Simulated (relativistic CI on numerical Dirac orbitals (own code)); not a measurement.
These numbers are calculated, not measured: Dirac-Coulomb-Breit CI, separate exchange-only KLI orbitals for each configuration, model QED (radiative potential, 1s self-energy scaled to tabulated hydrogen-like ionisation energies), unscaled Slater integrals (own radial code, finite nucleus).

Configuration list (outside the closed core 1s2): 2s2, 2s 2p, 2p2, 2p 3s, 2p 3p, 2s 3s, 2s 3p, 2s 3d, 2s 4s, 2s 4p, 2s 4d, 2s 4f, 2s 5s, 2s 5p, 3s2, 2s 5d, 2s 5f, 2s 5g, 3s 3p, 3p2. Levels of other configurations are missing.

At this charge energies of transitions that change n are usually good to better than 1 %, and those within a shell (Δn = 0) to a few per cent.

Outline of the computed level scheme of Ge XXIX. Lowest level of each configuration: 2s2 1S_0 at 0.00 eV; 2s 2p 3P°_0 at 54.78 eV; 2p2 3P_0 at 154.41 eV; 2s 3s 3S_1 at 1735.78 eV; 2s 3p 3P°_0 at 1762.88 eV; 2s 3d 3D_1 at 1786.85 eV; 2p 3s 3P°_0 at 1805.39 eV; 2p 3p 3D_1 at 1822.79 eV; 2s 4s 3S_1 at 2332.35 eV.

Some strong electric-dipole decays among the lowest 36 levels: 2s 3d 3D_3 → 2s 2p 3P°_2 (5.4e+13 s⁻¹); 2s 3d 3D_2 → 2s 2p 3P°_1 (4.3e+13 s⁻¹); 2s 3d 1D_2 → 2s 2p 1P°_1 (4.2e+13 s⁻¹); 2s 3d 3D_1 → 2s 2p 3P°_0 (3.3e+13 s⁻¹); 2s 3d 3D_1 → 2s 2p 3P°_1 (2.3e+13 s⁻¹); 2s 3p 1P°_1 → 2s2 1S_0 (2.0e+13 s⁻¹); 2p 3p 1S_0 → 2s 2p 1P°_1 (1.8e+13 s⁻¹); 2p 3p 3P_0 → 2s 2p 3P°_1 (1.7e+13 s⁻¹).

LS names give the leading component of a level, which can be under half, so a name can repeat, a term be missing and a line seem to break the LS rules.
